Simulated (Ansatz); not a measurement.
```yaml
crystal:
  periodic: [false, false, false]
  atoms:
    - {symbol: N, position_ang: [0.814873, 0.257870, 0.668599]}
    - {symbol: C, position_ang: [-0.150799, 0.177581, -0.104422]}
    - {symbol: Cl, position_ang: [-1.037456, 1.564709, -0.582924]}
    - {symbol: Br, position_ang: [-0.823293, -1.433591, -0.888963]}
    - {symbol: H, position_ang: [1.246574, -0.640268, 0.866311]}
basis:
  gaussian: {orbitals: def2-TZVP}
hamiltonian: {xc: {name: rPW86-PBE}}
scf: {max_iter: 3}
output: {forces: true}
```

```sh
$ ansatz run in.yaml --threads 2 --pin off --events-out ev --progress --plain --max-ram 4352MiB
```

Shortened log:

```
Error: invalid value for `basis.gaussian`: such a run doesn't read scf.max_iter; remove what it names
```

In this input the input holds a key that doesn't belong there. The input was rejected before any iteration.
